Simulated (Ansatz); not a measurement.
Calculated with Ansatz (gas phase, PBE0-D4/def2-TZVP geometries, no zero-point term in ΔE). CBS: MP2 limit from def2 TZ/QZ plus the TZ coupled-cluster correction, frozen cores. Functionals use def2-TZVPP. B3LYP here is the variant with VWN-RPA as its local correlation; programs differ in this.

`BOC(C)=O` + `CC1(C)C=N1` → `BC1(C)C=N1` + `COC(C)=O`  (formal exchange of groups at a B–O bond)

```csv
level,ΔE (kJ/mol),difference from CCSD(T)/CBS
PBE-D4,136.3,-12.4
r2SCAN-D4,140.6,-8.1
PBE0-D4,143.5,-5.2
B3LYP-D4,142.5,-6.2
ωB97X-V,146.3,-2.4
ωB97M-V,147.2,-1.5
B2PLYP,145.3,-3.4
PBE,135.9,-12.8
r2SCAN,140.5,-8.2
PBE0,143.2,-5.5
B3LYP,141.9,-6.8
HF/def2-TZVPP,153.7,5.0
MP2/def2-TZVPP,151.1,2.4
SCS-MP2/def2-TZVPP,149.5,0.8
CCSD/def2-TZVPP,150.8,2.1
CCSD(T)/def2-TZVPP,148.3,-0.4
HF/def2-QZVPP,154.3,5.6
MP2/def2-QZVPP,151.6,2.9
SCS-MP2/def2-QZVPP,150.1,1.4
HF/CBS(def2),154.4,5.7
MP2/CBS(def2),151.5,2.8
CCSD/CBS(def2),151.2,2.5
CCSD(T)/CBS,148.7,0
```

Largest T1 diagnostic among the species: 0.015.

From PBE to PBE0 (25 % exact exchange), in def2-TZVPP and without D4, ΔE moves by +7.2 kJ/mol.
